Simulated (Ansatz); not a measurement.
`CC[O][Ga]([Cl])[Cl]`. Charge 0, multiplicity 1. The structure was optimised at the PBE0-D4/def2-TZVP level. It is one conformer, not always the lowest.

```xyz
11

C     0.558    1.391    0.145
C    -0.074    0.273    0.942
O     0.354   -1.001    0.488
Ga   -0.384   -1.803   -0.894
Cl   -2.097   -0.969   -1.836
Cl    0.433   -3.626   -1.574
H     0.277    2.363    0.559
H     0.226    1.364   -0.897
H     1.647    1.308    0.165
H     0.226    0.340    1.993
H    -1.167    0.360    0.909
```

(1) What is the dipole moment at B3LYP/def2-TZVPP? (Best estimate.)

(2) And with PBE, r2SCAN, ωB97M-V? (Estimate.)

(3) Give the Mulliken charges with B3LYP, ωB97M-V, PBE in def2-TZVPP. (Best estimate.)

Answers

(1) Computed: 1.77 D, with components (-0.06, 1.57, 0.81) D in this frame, pointing from negative to positive charge.

(2) Ansatz gave: PBE 1.78 D, r2SCAN 1.83 D, ωB97M-V 1.72 D.

(3) The calculation gave: 
```
atom  B3LYP  ωB97M-V    PBE
  C1  -0.25    -0.29  -0.25
  C2   0.06    -0.03   0.03
  O3  -0.36    -0.36  -0.28
 Ga4   0.62     0.60   0.53
 Cl5  -0.24    -0.22  -0.22
 Cl6  -0.22    -0.20  -0.20
  H7   0.08     0.10   0.08
  H8   0.07     0.09   0.08
  H9   0.09     0.11   0.09
 H10   0.08     0.11   0.08
 H11   0.07     0.10   0.07
```

B3LYP here is the variant with VWN-RPA as its local correlation; programs differ in this.
